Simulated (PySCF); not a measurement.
# Bi: excitation energy

Bi [Xe] 4f14 5d10 6s2 6p3 (4S) → Bi [Xe] 4f14 5d10 6s2 6p2 6d1 (high-spin determinant), as a difference of total energies. All numbers are calculated (PySCF 2.14, the spin-free X2C one-electron Hamiltonian (Gaussian nucleus), in x2c-TZVPPall with one added diffuse shell each of s, p, d, f type (12s8p7d4f, 99 functions)). Correlated levels: valence: [Xe] 4f14 5d10 frozen; valence and next inner shell: [Kr] 4d10 4f14 frozen. The calculations carry no spin-orbit coupling.

| method | excitation energy (eV) |
| --- | --- |
| UHF | 6.983 |
| LDA | 6.752 |
| PBE | 6.577 |
| PBE0 | 6.792 |
| r2SCAN | 6.992 |
| B2PLYP | 6.845 |
| r2SCANh | 7.036 |
| TPSS | 6.670 |
| MP2 (valence) | 7.062 |
| SCS-MP2 (valence) | 7.038 |
| MP2 (valence and next inner shell) | 7.160 |
| SCS-MP2 (valence and next inner shell) | 7.078 |

Question: How much does correlation contribute at MP2 (valence and next inner shell)?

Answer: 7.160 − (6.983) = 0.177 eV, measured against UHF.

Spin-orbit coupling is strong in these open shells (close to jj coupling). The scalar numbers leave it out and a first-order estimate fails, so it can dominate the gap to the real levels.

The promoted electron is Rydberg-like, and one or two diffuse shells describe it only roughly, which tends to raise the upper state.

The determinant of the upper state mixes LS terms, which raises its energy above the lowest term, most at the Hartree-Fock and MP2 levels.
